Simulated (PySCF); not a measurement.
C9H6N4, SMILES C1=CC2=CC=NC3=CC=NC(=N1)N23.

Geometry optimised at PBE0-D3(BJ)/def2-SVP.

Two levels are set side by side: TDA-PBE/def2-SVP (PySCF) and TDA-LC-ωPBE/def2-SVP (PySCF). Vertical, same geometry. The lowest singlet is HOMO→LUMO 99 % with PBE and HOMO→LUMO 96 % with the other functional; states are paired by order. Differences are taken from unrounded values.

```json
[
 {"quantity": "lowest singlet excitation (eV)", "TDA-PBE": "1.92"},
 {"quantity": "lowest triplet excitation (TDA) (eV)", "TDA-PBE": "1.70"},
 {"quantity": "first bright state (f over 0.05) (eV)", "TDA-PBE": "3.73"},
 {"quantity": "its oscillator strength", "TDA-PBE": "0.08"}
]
```

Question: These are the TDA-PBE values. What does TDA-LC-ωPBE give? (An estimate is asked for; the answer gives what the named calculation found.)

Answer: 
| quantity | TDA-LC-ωPBE | TDA-PBE minus TDA-LC-ωPBE |
|---|---|---|
| lowest singlet excitation (eV) | 2.32 | -0.39 |
| lowest triplet excitation (TDA) (eV) | 1.98 | -0.28 |
| first bright state (f over 0.05) (eV) | 4.67 | -0.94 |
| its oscillator strength | 0.41 | -0.34 |

Functionals without exact exchange tend to place singlet excitations lower, as here. Differences between two approximate levels are no errors against the true value.

Rough cost on one machine, each run with all the roots and properties that it gave: TDA-LC-ωPBE against TDA-PBE about 2 times.
